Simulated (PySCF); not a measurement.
# Reading the logs of faulty runs: BCGeH6Si cation

These are calculations, not measurements. The program is PySCF 2.14.0, an open-source quantum chemistry code, run on an isolated molecule that a program drew, which may never have been made. The molecule is BCGeH6Si cation (charge +1, singlet), drawn as the SMILES string `[SiH2+]C=[B][GeH3]`.

Each row is a Hartree-Fock (HF) and frozen-core CCSD(T) single point in the cc-pV(D+d)Z basis, meant for a local HF minimum. Run 1 is clean. Each other run has one planted mistake out of seven kinds, and not every kind appears here: one electron removed, one electron added, multiplicity raised by two, geometry at a saddle point, minimal basis STO-3G, one bond length entered in bohr, all coordinates scaled. The reference is restricted for singlets and unrestricted otherwise, and also for a bond in bohr. Adding or removing an electron swaps singlet and doublet. Electrons count all cores. HOMO and LUMO are orbital energies over both spins, the gradient is its largest component, and the lowest frequency (negative if imaginary) is given only where the gradient is small. Bond lengths are over the 9 bonds as drawn. T1 is the CCSD diagnostic: over 0.02 (restricted) or 0.045 (unrestricted) a single reference is doubtful. Germanium has the cc-pVDZ-PP basis, with a core potential (ECP10MDF) in place of its 10 inner electrons, and its 3s, 3p and 3d shells are frozen in CCSD(T).

Geometry of the clean run:
```xyz
10
BCGeH6Si cation, angstrom
Si    1.6396   -2.3533   -0.9474
C     1.8049   -0.6226   -0.9570
B     0.8346    0.2282   -0.3470
Ge   -0.6241    1.4387    0.5651
H     0.4898   -2.9918   -0.3069
H     2.6304   -3.2271   -1.5710
H     2.6731   -0.1774   -1.4424
H     0.0958    2.2041    1.6609
H    -1.1756    2.3263   -0.5363
H    -1.6503    0.4532    1.1042
```

| run | electrons | basis functions | <S^2> | HOMO (eV) | LUMO (eV) | gradient (hartree/bohr) | lowest frequency (cm^-1) | mean bond (Å) | longest bond (Å) | T1 | HF (hartree) | CCSD(T) (hartree) | mistake |
|---|---|---|---|---|---|---|---|---|---|---|---|---|---|
| 1 | 62 | 104 | 0.000 | -15.13 | -4.36 | 3.0e-05 | 28 | 1.5379 | 2.104 | 0.0152 | -648.05398 | -648.50350 | no fault |
| 2 | 62 | 104 | 0.866 | -15.12 | -4.75 | 9.2e-03 | - | 1.6823 | 2.761 | 0.0422 | -647.94012 | -648.37789 | one bond length entered in bohr |
| 3 | 62 | 104 | 0.000 | -14.63 | -4.40 | 2.3e-02 | - | 1.6009 | 2.190 | 0.0162 | -648.03935 | -648.49550 | ? |
| 4 | 62 | 104 | 2.021 | -11.73 | -6.32 | 1.0e-01 | - | 1.5379 | 2.104 | 0.0163 | -647.95649 | -648.37780 | ? |

**Which mistake was planted in run 3, and what did it cost?**

The mean and the longest bond both change by the same factor, 1.041, and the gradient is no longer small. So the mistake is: all coordinates scaled. Subtracting run 1 and multiplying by 627.51 kcal/mol a hartree, the energy moved by 9.2 kcal/mol in HF and 5.0 kcal/mol in CCSD(T).

**Which mistake was planted in run 4, and what did it cost?**

Electrons, basis and geometry are unchanged, and <S^2> is 2.021, beside S(S+1) = 2.00 for a multiplicity of 3. So the mistake is: multiplicity raised by two. Subtracting run 1 and multiplying by 627.51 kcal/mol a hartree, the energy moved by 61.2 kcal/mol in HF and 78.9 kcal/mol in CCSD(T).

